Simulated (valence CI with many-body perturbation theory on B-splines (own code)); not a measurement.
## Level structure of Ca VIII

Method: valence CI with perturbative core correlation (CI+MBPT): three valence electrons over a frozen Dirac-Fock core [Ne], a basis of 11 s, 11 p, 9 d, 7 f, 5 g, 2 h, 1 i functions for each j, with the one-electron correlation potential Σ1, the two-electron term Σ2, the three-electron term Σ3, Breit, model QED; selected CI, second order for the rest, scaled by the run's own slope (own B-spline code, finite nucleus).

No measured levels were compared; by estimate levels hold to about 100 cm⁻¹ or 0.05 % of their energy and the worst to 300 or 400 cm⁻¹, as in measured light ions of charge 2 to 7.

Levels 46 to 66 of 66, with energies above the lowest level, 3s2.3p 2P°_1/2. "Leading %" is the weight of the configuration and term that name the level; weights of strongly mixed levels are sums over their largest components and can fall short. Lifetimes count E1, E2, E3, M1 and M2 decay at the calculated energies, and are blank where another channel may lead or the interval is too uncertain; long ones can be off by a factor of two.

| No. | Configuration | Term | J | E (cm⁻¹) | Leading % | g | Lifetime |
| --- | --- | --- | --- | --- | --- | --- | --- |
| 46 | 3p2.3d | 4F | 7/2 | 575100 | 98 | 1.239 | 136 ps |
| 47 | 3p2.3d | 4F | 9/2 | 576670 | 98 | 1.332 | 135 ps |
| 48 | 3p2.3d | 2P | 3/2 | 582230 | 87 | 1.323 | 84.4 ps |
| 49 | 3p2.3d | 2P | 1/2 | 584200 | 53 | 0.382 | 92.6 ps |
| 50 | 3p2.3d | 4D | 3/2 | 586490 | 92 | 1.207 | 109 ps |
| 51 | 3p2.3d | 4D | 5/2 | 586750 | 98 | 1.368 | 112 ps |
| 52 | 3p2.3d | 4D | 1/2 | 587240 | 57 | 0.283 | 95.2 ps |
| 53 | 3p2.3d | 4D | 7/2 | 587770 | 98 | 1.425 | 112 ps |
| 54 | 3p2.3d | 2G | 7/2 | 596400 | 86 | 0.889 | 481 ps |
| 55 | 3p2.3d | 2G | 9/2 | 596930 | 86 | 1.113 | 489 ps |
| 56 | 3s2.4p | 2P° | 1/2 | 612270 | 94 | 0.666 | 87.4 ps |
| 57 | 3s2.4p | 2P° | 3/2 | 613690 | 94 | 1.334 | 87.7 ps |
| 58 | 3p2.3d | 2D | 5/2 | 614170 | 78 | 1.227 | 42.6 ps |
| 59 | 3p2.3d | 2D | 3/2 | 614830 | 82 | 0.816 | 43.0 ps |
| 60 | 3p2.3d | 4P | 5/2 | 619100 | 92 | 1.573 | 28.2 ps |
| 61 | 3p2.3d | 4P | 3/2 | 619860 | 96 | 1.717 | 27.4 ps |
| 62 | 3p2.3d | 4P | 1/2 | 620340 | 98 | 2.662 | 27.1 ps |
| 63 | 3p2.3d | 2P | 1/2 | 640150 | 73 | 0.704 | 46.1 ps |
| 64 | 3p2.3d | 2P | 3/2 | 641000 | 60 | 1.233 | 51.1 ps |
| 65 | 3p2.3d | 2D | 3/2 | 644400 | 72 | 0.900 | 76.8 ps |
| 66 | 3p2.3d | 2S | 1/2 | 644440 | 85 | 1.970 | 47.6 ps |

Names give the largest LS component (configuration and term), which can be under half, so a name can repeat, a term be missing and a line seem to break the LS rules; names also repeat where a configuration has a term twice.
